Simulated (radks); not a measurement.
Values are calculated unless marked as measured or tabulated.
Polarisability of neutral oxygen, [He] 2s2 2p4, at imaginary frequency. Level of theory: non-relativistic Kohn-Sham, LDA (Slater exchange, Perdew-Wang correlation), spin-polarised, spherical densities, point nucleus; open shells are filled with parallel spins first (a radial shooting solver on a logarithmic mesh with Libxc functionals). Response by self-consistent Sternheimer equations with the Hartree and adiabatic LDA kernel.

w (hartree)  alpha1(iw) (bohr^3)
0.00266                    5.995
0.0143                     5.990
0.0360                     5.967
0.0697                     5.894
0.118                      5.721
0.186                      5.385
0.280                      4.840
0.413                      4.088
0.605                      3.194
0.892                      2.272
1.35                       1.441
2.12                      0.7878
3.59                      0.3496
6.94                      0.1126
17.5                     0.02076

Static values: alpha1 = 5.995 bohr^3 (0.8883 angstrom^3; uncoupled 7.154). C6 = 18.13, triple-dipole C9 = 76.05 atomic units. One-pole (London) frequency 4 C6 / (3 alpha1^2) = 0.673 hartree, against 0.272 for minus the highest occupied eigenvalue. The dipole shielding factor is 1.000, as the force sum rule N/Z = 1.000 demands. Recommended static value: 5.3 bohr^3 (Schwerdtfeger and Nagle, 2023 table).
